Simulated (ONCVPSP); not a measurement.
# Zr (Z = 40): excitation energies, all-electron against ONCV

* Element: zirconium (Zr)
* Generator: ONCVPSP 4.0.1
* Type: optimised norm-conserving Vanderbilt (ONCV)
* Functional: PBE
* Relativity: scalar-relativistic
* Frozen core: [Ar] 3d10
* Valence charge: 12
* Reference configuration: 4s2 4p6 4d2 5s1.5 5p0.5
* Partial waves: 4s+5s: rc 1.85 bohr, ncon 3, nbas 6, qcut 5.8 1/bohr, 2 projectors; 4p+5p: rc 2.35 bohr, ncon 3, nbas 6, qcut 6.8 1/bohr, 2 projectors; 4d: rc 2.50 bohr, ncon 4, nbas 8, qcut 5.7 1/bohr, 3 projectors, debl 3.5 Ha
* Local potential: polynomial inside 1.55 bohr (lpopt 5, dvloc0 6 Ha)
* Core correction: polynomial model core, fcfact 0.25

Energies are relative to the spin-unpolarised reference configuration 4s2 4p6 4d2 5s1.5 5p0.5; without spin polarisation the order of configurations can differ from experiment.

Give the all-electron excitation energy and the error of the potential for: 4s2 4p6 4d2 5s2 5p0; 4s2 4p6 4d2 5s1 5p0; 4s2 4p6 4d2 5s0 5p0; 4s2 4p6 4d1 5s2 5p0.

```tsv
valence configuration	charge	ΔE all-electron (eV)	error AE − PS (meV)
4s2 4p6 4d2 5s2 5p0	0	-1.503	0.0
4s2 4p6 4d2 5s1 5p0	+1	5.635	-1.1
4s2 4p6 4d2 5s0 5p0	+2	18.575	-6.2
4s2 4p6 4d1 5s2 5p0	+1	6.161	+8.0
```
